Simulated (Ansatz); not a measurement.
Basis-set series for C₂H₅F₂InN (`[CH2][N](C)[In]([F])[F]`) radical. Charge 0, multiplicity 2. In takes the def2 core potential. The geometry is a stationary point of PBE0-D4/def2-TZVP. It is one conformer, not always the lowest.

```
atom    x (Å)    y (Å)    z (Å)
  C1   0.4505   0.3024   1.2919
  N2  -0.1287   0.2138   0.1751
  C3   0.2459   1.0590  -0.9341
 In4  -1.5560  -1.5882  -0.1872
  F5  -0.4470  -2.0897  -1.7552
  F6  -0.9466  -2.3402   1.5537
  H7   1.2382   1.0396   1.4680
  H8   0.1652  -0.3884   2.0825
  H9  -0.6240   1.6356  -1.2565
 H10   0.5423   0.4148  -1.7647
 H11   1.0603   1.7412  -0.6736
```

| functional | basis | functions | energy (Eh) | HOMO (eV) | LUMO (eV) |
| --- | --- | --- | --- | --- | --- |
| PBE0-D4 | def2-TZVPP | 275 | -523.63188 | -6.23 | -3.23 |
| PBE0-D4 | def2-QZVPP | 517 | -523.65282 | -6.25 | -3.27 |
| ωB97M-V | def2-TZVPP | 275 | -523.81806 | -8.33 | -1.52 |
| ωB97M-V | def2-QZVPP | 517 | -523.83828 | -8.36 | -1.59 |

Question: Give the rows for def2-SVP. (Estimate.)

Answer: Computed: 
```json
{"functional": "PBE0-D4", "basis": "def2-SVP", "functions": "121", "energy (Eh)": "-523.21867", "HOMO (eV)": "-6.05", "LUMO (eV)": "-3.07"}
{"functional": "ωB97M-V", "basis": "def2-SVP", "functions": "121", "energy (Eh)": "-523.39132", "HOMO (eV)": "-8.11", "LUMO (eV)": "-1.34"}
```

HOMO and LUMO are taken over both spins.
